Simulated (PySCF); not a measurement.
C2B2O2. Atoms are numbered in the order given.

```xyz
6

O      0.0000     0.0000    -3.3271
C      0.0000     0.0000    -2.1775
B      0.0000     0.0000    -0.7317
B      0.0000     0.0000     0.7317
C      0.0000     0.0000     2.1775
O      0.0000     0.0000     3.3271
```
Charge 0, spin multiplicity 1.

Coordinates come from a PBE0-D3(BJ)/def2-SVP optimisation.

The numbers are results of PBE/pcSseg-1 (PySCF), not measurements.

GIAO shieldings, no solvent; atoms alike by connectivity are averaged. δ = σ(ref) − σ: ¹⁷O against H2O (σ = 334.3 ppm); ¹³C against TMS (σ = 182.0 ppm); ¹¹B against BF3 (σ = 83.9 ppm), references at their B3LYP-D3(BJ)/def2-TZVP geometries, non-relativistic.

| atoms | nucleus | count | δ (ppm) |
|---|---|---|---|
| O1, O6 | ¹⁷O | 2 | … |
| C2, C5 | ¹³C | 2 | 134.2 |
| B3, B4 | ¹¹B | 2 | -27.9 |

**Question.** Some entries are withheld; supply them. (An estimate is asked for; the answer gives what the named calculation found.)

**Answer.** 
- O1, O6, δ (ppm): 287.3
